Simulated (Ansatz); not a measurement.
Consider the ligand exchange at the Si–C bond: `[SiH3]CS` + `OC1=CS1` → `[SiH3]OC1=CS1` + CH₃SH.

Isolated molecules relaxed with PBE0-D4/def2-TZVP in Ansatz; ΔE leaves out vibrations. CCSD(T)/CBS is the MP2 limit (def2-TZVPP, def2-QZVPP) plus CCSD(T) − MP2 in def2-TZVPP, frozen cores. This one scheme is used for every species. Functionals use def2-TZVPP. One conformer a species, not always the lowest.

| level | ΔE (eV) |
| --- | --- |
| B2PLYP | -1.06 |
| CCSD/def2-TZVPP | -1.03 |

(1) What does CCSD(T)/CBS give? (An estimate is asked.)

Largest T1 diagnostic among the species: 0.013.

Results:

(1) Ansatz gave: -1.01 eV. The listed levels differ from it by -0.05, -0.02 eV.

In def2-TZVPP, CCSD(T) changes the Hartree–Fock value by +0.17 eV (the triples alone add +0.02 eV) and MP2 by +0.14 eV. From PBE to PBE0 (25 % exact exchange), in def2-TZVPP and without D4, ΔE moves by −0.03 eV.
